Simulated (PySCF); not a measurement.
# Core-level binding energies of `C[SiH2][C@H](F)C[SiH3]`

C3H11FSi2.
Numbering: `[CH3:1][SiH2:2][C@H:3]([F:4])[CH2:5][SiH3:6]`

Geometry (PBE0-D3(BJ)/def2-SVP, Å), atoms numbered from 1 in this order:
```xyz
17
C3H11FSi2 angstrom
C      2.3881    0.2233    0.9142
Si     1.5554   -0.7472   -0.4567
C     -0.2233   -0.0878   -0.6908
F     -0.0984    1.2817   -0.9642
C     -1.1437   -0.2732    0.5016
Si    -2.7160    0.7840    0.3969
H      3.4535   -0.0376    1.0001
H      1.9117    0.0361    1.8886
H      2.3106    1.2993    0.6948
H      2.2946   -0.5773   -1.7449
H      1.4799   -2.2086   -0.1365
H     -0.6872   -0.5488   -1.5822
H     -1.4432   -1.3327    0.5682
H     -0.6339   -0.0322    1.4511
H     -3.6905    0.3079    1.4276
H     -3.3349    0.6266   -0.9554
H     -2.4370    2.2270    0.6483
```

Theory: delta-SCF UKS SCAN, pcX-2 on the ionised atom, pcseg-1 elsewhere, spin-free X2C in PySCF. These are vertical core ionisation energies against the vacuum level, from separate self-consistent calculations with and without the core hole.

List the computed XPS lines with their assignment.

| atom(s) | bonded to | level | binding energy (eV) | 2p1/2 (eV) | above the level's lowest (eV) | count |
| --- | --- | --- | --- | --- | --- | --- |
| Si6 | C and 3 H | Si 1s | 1846.36 | – | +0.12 | 1 |
| Si2 | 2 C and 2 H | Si 1s | 1846.24 | – | 0.00 | 1 |
| F4 | C | F 1s | 691.92 | – | 0.00 | 1 |
| C3 | F, C, H and Si | C 1s | 292.31 | – | +1.98 | 1 |
| C5 | C, 2 H and Si | C 1s | 290.50 | – | +0.17 | 1 |
| C1 | 3 H and Si | C 1s | 290.33 | – | 0.00 | 1 |
| Si6 | C and 3 H | Si 2p3/2 | 106.61 | 107.23 | +0.12 | 1 |
| Si2 | 2 C and 2 H | Si 2p3/2 | 106.49 | 107.11 | 0.00 | 1 |

Lowest listed C 1s: C1, bonded to 3 H and Si. Highest, 1.98 eV above it: C3, bonded to F, C, H and Si. Summing the Pauling electronegativity differences to the bonded atoms, each weighted by its formal bond order, gives -1.70 for the lowest site and +0.43 for the highest; no listed site has a larger sum than the highest.

The 2 Si 1s values lie within 0.12 eV of each other; Gaussian lines of 0.5 eV full width would blend them into one maximum.

The 2 Si 2p3/2 values lie within 0.12 eV of each other.

Express the binding energy of Si 1s of Si2 in atomic units and per mole.

1846.24 eV = 67.8481 Eh = 178135 kJ/mol.

What is the longest wavelength that can ionise Si 1s of Si2 vertically?

λ = hc/E = 12398.42 eV Å / 1846.24 eV = 6.715 Å.

The 2p values aren't plain energy differences: one relaxed spin-free 2p hole is combined with a matrix within the shell (ground-state 2p orbital-energy differences and spin–orbit coupling). 2p3/2, the mean of its two sublevels, lies a third of the splitting below the shell's mean and 2p1/2 two thirds above it; the statistical areas are 2:1. 2p1/2 minus 2p3/2 (ligand field included): Si 0.62 eV. Geometry: PBE0-D3(BJ)/def2-SVP, one conformer, isolated molecule.
